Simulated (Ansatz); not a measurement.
Compare A (`FC(F)C(F)(F)C(F)C(F)(F)F`) with its isomer B (`FCC(F)(C(F)(F)F)C(F)(F)F`).

Calculated with Ansatz (gas phase, PBE0-D4/def2-TZVP geometries, no zero-point term in ΔE). CBS: MP2 limit from def2 TZ/QZ plus the TZ coupled-cluster correction, frozen cores. Functionals use def2-TZVPP. B3LYP here is the variant with VWN-RPA as its local correlation; programs differ in this. Each species was taken in one conformer, which may not be the lowest.

A:

Z-matrix (Å, degrees):
```
C
F 1 1.340
C 1 1.537 2 108.5
F 1 1.350 2 108.7 3 -118.2
H 1 1.092 2 109.2 3 122.4
F 3 1.346 1 107.7 2 67.2
F 3 1.346 1 108.4 2 -49.4
C 3 1.534 1 115.3 2 -168.8
F 8 1.360 3 107.9 1 178.0
C 8 1.529 3 115.9 1 -61.2
H 8 1.094 3 108.2 1 59.6
F 10 1.329 8 109.5 3 -179.9
F 10 1.326 8 112.7 3 -59.3
F 10 1.340 8 110.0 3 61.6
```

B:

```xyz
14

F     1.679   -0.977    1.389
C     1.121   -0.924    0.142
C     0.241    0.309    0.000
F     1.014    1.433   -0.019
C    -0.750    0.455    1.183
F    -1.318   -0.719    1.456
F    -0.114    0.881    2.262
F    -1.716    1.327    0.907
C    -0.494    0.249   -1.360
F    -1.031    1.412   -1.680
F     0.371   -0.081   -2.323
F    -1.452   -0.677   -1.335
H     0.528   -1.827   -0.023
H     1.920   -0.861   -0.599
```

Task: Which is lower in electronic energy at CCSD(T)/CBS, and by how much? (Estimate.)

Result: Computed: B, by 15.9 kJ/mol.

Task: Give E(B) − E(A) in kJ/mol with r2SCAN-D4, HF/def2-TZVPP, ωB97M-V, CCSD(T)/def2-TZVPP, MP2/def2-TZVPP, CCSD/def2-TZVPP, B3LYP. (Estimate.)

Result: Ansatz gave: r2SCAN-D4 -19.0, HF/def2-TZVPP -11.5, ωB97M-V -17.9, CCSD(T)/def2-TZVPP -18.0, MP2/def2-TZVPP -19.5, CCSD/def2-TZVPP -16.7, B3LYP -10.0. None reverses the order clearly.

Task: Does the order hold for the free energy at 298.15 K (harmonic terms from PBE0-D4)? (Estimate.)

Result: The calculation gave: Yes: G(B) − G(A) = -15.3 kJ/mol, for one conformer each. Modes under 60 cm⁻¹, often nearly free rotors, make the harmonic entropy too high.

Largest T1 diagnostic: 0.012.

At CCSD(T), def2-SVP lies −13.0 kJ/mol from the extrapolated value and def2-TZVPP −2.1 kJ/mol. Leaving LDA and LC-ωPBE aside and taking each functional with its dispersion term where it has one, the values, not all of them listed here, spread over 9.0 kJ/mol, from B97M-V to BLYP-D4. LDA lies −7.9 kJ/mol from PBE without D4.
